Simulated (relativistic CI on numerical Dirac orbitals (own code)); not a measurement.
Sensitivity of the levels of Pm23+ to α and to the nuclear radius

Method of calculation: Dirac-Coulomb-Breit CI, KLI orbitals optimised for each configuration, derivatives by finite differences, unscaled Slater integrals, QED left out (own radial code, finite nucleus).

CI space (outside the closed core [Ar] 3d10): 4s2 4p6 4d2, 4s2 4p5 4d3, 4s2 4p6 4d 4f, 4s 4p6 4d2 4f, 4s2 4p6 4d 5p, 4s2 4p6 4f2, 4s 4p6 4f3, 4p6 4d4, 4p5 4d5. Double excitations out of closed p, d and f shells are left out; levels of such configurations are missing from the list, as are those of other unlisted configurations, and high levels can miss mixing partners.

With x = (α/α₀)² − 1 an excitation energy changes as ω = ω₀ + qx; K = 2q/ω₀ is the relative enhancement. Terms are leading LS components, so labels can repeat. The field-shift factor is F = δν/δ⟨r²⟩ for the transition from the lowest level.

Lowest level 4s2 4p6 4d2 3F_2.

| Level | ω₀ (cm⁻¹) | q (cm⁻¹) | K | F (GHz/fm²) |
| --- | --- | --- | --- | --- |
| 4s2 4p6 4d2 3F_3 | 41987 | 46670 | 2.22 | 0.683 |
| 4s2 4p6 4d2 3P_0 | 43432 | 6108 | 0.281 | 0.192 |
| 4s2 4p6 4d2 3P_2 | 66385 | 45140 | 1.36 | 0.766 |
| 4s2 4p6 4d2 3F_4 | 67657 | 58190 | 1.72 | 0.911 |
| 4s2 4p6 4d2 3P_1 | 73223 | 46910 | 1.28 | 0.81 |
| 4s2 4p6 4d2 1G_4 | 109666 | 83570 | 1.52 | 1.36 |
| 4s2 4p6 4d2 3P_2 | 118788 | 94900 | 1.6 | 1.53 |
| 4s2 4p6 4d2 1S_0 | 175752 | 87950 | 1 | 1.42 |
| 4s2 4p5 4d3 5F°_2 | 844870 | 36890 | 0.0873 | 3.03 |
| 4s2 4p5 4d3 5D°_1 | 848832 | 41310 | 0.0973 | 3.07 |
| 4s2 4p5 4d3 5D°_0 | 858810 | 48690 | 0.113 | 3.31 |
| 4s2 4p5 4d3 5F°_3 | 862281 | 64710 | 0.15 | 3.41 |
| 4s2 4p5 4d3 5S°_2 | 877497 | 81440 | 0.186 | 3.31 |
| 4s2 4p5 4d3 5F°_4 | 878991 | 82860 | 0.189 | 3.66 |
| 4s2 4p5 4d3 5D°_3 | 884650 | 48040 | 0.109 | 2.91 |
| 4s2 4p5 4d3 3F°_2 | 893465 | 78160 | 0.175 | 3.63 |
| 4s2 4p5 4d3 5G°_5 | 896930 | 88200 | 0.197 | 3.63 |
| 4s2 4p5 4d3 5D°_1 | 897937 | 82790 | 0.184 | 3.21 |
| 4s2 4p5 4d3 5D°_4 | 902956 | 88840 | 0.197 | 3.51 |
| 4s2 4p5 4d3 3G°_3 | 907441 | 73930 | 0.163 | 3.93 |
| 4s2 4p5 4d3 5G°_6 | 911664 | 83040 | 0.182 | 3.46 |
| 4s2 4p5 4d3 3G°_4 | 922746 | 85010 | 0.184 | 3.89 |
| 4s2 4p5 4d3 3P°_0 | 927396 | 54090 | 0.117 | 3.78 |

At this charge energies of transitions that change n are usually good to better than 1 %, and those within a shell (Δn = 0) to a few per cent. Terms inside the open d or f shell come out 10 to 20 % too wide with unscaled integrals.
